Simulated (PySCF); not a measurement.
## Basis and Hamiltonian dependence of the excitation energy of Bi⁺

Bi⁺ [Xe] 4f14 5d10 6s2 6p2 (3P) → Bi⁺ [Xe] 4f14 5d10 6s1 6p3 (5S). Calculated with PySCF 2.14 from differences of total energies of unrestricted determinants, without spin-orbit coupling. Values in eV.

| basis | Hamiltonian | functions | UHF | PBE | PBE0 | MP2 (valence) | CCSD(T) (valence) | CCSD(T) (valence and next inner shell) |
| --- | --- | --- | --- | --- | --- | --- | --- | --- |
| aug-cc-pwCVDZ-PP with ECP60MDF | ECP | 48 | 6.261 | 8.695 | 8.239 | 6.861 | 7.049 | 7.772 |
| def2-TZVPPD with the def2 core potential (60 electrons) | ECP | 56 | 6.238 | 8.687 | 8.230 | 6.903 | 7.078 | 7.801 |
| aug-cc-pVTZ-PP with one added diffuse shell each of d, f type with ECP60MDF | ECP | 67 | 6.237 | 8.679 | 8.222 | 6.892 | 7.065 | n/a |
| x2c-TZVPPall | spin-free X2C | 83 | 6.238 | 8.652 | 8.190 | 6.884 | 7.058 | 7.769 |
| ANO-RCC-VTZP | spin-free X2C | 93 | 6.289 | 8.712 | 8.253 | 6.956 | 7.116 | 7.865 |
| aug-cc-pwCVTZ-DK3 with one added diffuse shell each of s, d, f type | spin-free X2C | 138 | 6.222 | n/a | n/a | n/a | n/a | n/a |
| aug-cc-pV5Z-PP with ECP60MDF | ECP | 139 | 6.241 | 8.693 | 8.235 | 7.010 | n/a | n/a |
| x2c-QZVPPall | spin-free X2C | 142 | 6.222 | 8.671 | 8.203 | 6.953 | n/a | n/a |

Frozen in the all-electron rows: valence: [Xe] 4f14 5d10; valence and next inner shell: [Kr] 4d10 4f14; with a core potential, the same shells as far as they lie outside it.

Spin-orbit coupling is strong in these open shells (close to jj coupling), so the scalar numbers refer to model states.
